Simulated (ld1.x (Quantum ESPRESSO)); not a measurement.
## S: excitation energies, all-electron against PAW

- Element: S
- Generator: ld1.x (Quantum ESPRESSO) 7.5
- Type: PAW
- Functional: LDA (PZ)
- Relativity: scalar-relativistic
- Frozen core: [Ne]
- Valence charge: 6
- Reference configuration: 3s1 3p5
- Partial waves: 3s (bound): rcut 1.00, rcutus 1.35 bohr; 3s channel at -0.9 Ry: rcut 1.00, rcutus 1.35 bohr; 3p (bound): rcut 1.30, rcutus 1.70 bohr; 3p channel at -0.2 Ry: rcut 1.30, rcutus 1.70 bohr; 3d channel at 0.45 Ry: rcut 1.05, rcutus 1.35 bohr
- Local potential: all-electron potential smoothed inside 1.10 bohr (lloc = -1)
- Core correction: Bessel-smoothed model core, default radius (core density twice the valence density)
- Augmentation charge: PSQ, inside the norm-conserving radii

Energies are relative to the spin-unpolarised reference configuration 3s1 3p5; without spin polarisation the order of configurations can differ from experiment. Spin-polarised rows fill each open shell by Hund’s rule, majority spin first. The frozen-core shift is the all-electron ΔE with the core orbitals held at their reference shape minus the fully relaxed ΔE.

```tsv
valence configuration	charge	ΔE all-electron (eV)	error AE − PS (meV)	frozen-core shift (meV)
3s2 3p4	0	-10.240	+0.2	+0.3
3s2 3p2	+2	23.996	-7.9	+8.4
3s1 3p4	+1	12.421	-1.5	+1.3
3s2 3p4.3	-0.3	-11.981	+0.4	+0.4
3s2 3p1	+3	58.154	-34	+38
3s2 3p0	+4	105.137	-112	+118
3s2 3p4 (spin-polarised)	0	-10.946	0.0	+1.0
```

Problem. What are ΔE and the potential's error for 3s2 3p3?

Solution. ΔE = 1.623 eV all-electron; the error (AE − PS) is -1.0 meV.

Problem. What are ΔE and the potential's error for 3s1 3p5 (spin-polarised)?

Solution. ΔE = -0.864 eV all-electron; the error (AE − PS) is -0.7 meV.

Levels in the configuration 3s2 3p0:

| level | all-electron (eV) | pseudo (eV) |
| --- | --- | --- |
| 3s | -66.060 | -66.173 |
